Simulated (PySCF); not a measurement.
# Polarisability and C₆ of Cu²⁺ (copper, charge +2)

[Ar] 3d9, 2D determinant. Calculation: PySCF 2.14, in aug-cc-pVTZ-PP with one added diffuse shell each of s, p, d, f, g type with ECP10MDF (7s7p6d4f3g, 113 functions); a scalar-relativistic core potential. Coupled (time-dependent) response in atomic units; α is the mean over directions.

```tsv
method	mean α (bohr³)	α xx, yy, zz	C₆ (like pair)	S(−4)
PBE0	2.916	2.802, 2.802, 3.145	7.821	4.159
```

S(−4) is the Cauchy moment in α(ω) = α(0) + S(−4) ω² + …

α(iu) at PBE0:

| u (hartree) | α(iu) (bohr³) |
| --- | --- |
| 0 | 2.916 |
| 0.0500 | 2.906 |
| 0.100 | 2.876 |
| 0.200 | 2.765 |
| 0.300 | 2.610 |
| 0.500 | 2.266 |
| 0.750 | 1.888 |
| 1.00 | 1.597 |
| 1.50 | 1.195 |
| 2.00 | 0.9341 |
| 3.00 | 0.6194 |
| 5.00 | 0.3322 |

A single London oscillator, α(iu) = α/(1 + u²/ω²), gives C₆ = (3/4) ω α². Matching the computed C₆ needs ω = 4 × 7.821 / (3 × 2.916²) = 1.23 hartree.

For an ion, C₆ is the dispersion term alone; charge-induced terms of lower order in 1/R come first.

The components differ because the open shell of this determinant is not spherical; for a pure term their mean is the scalar polarisability.

Energies and moments cover only the electrons outside the core potential.
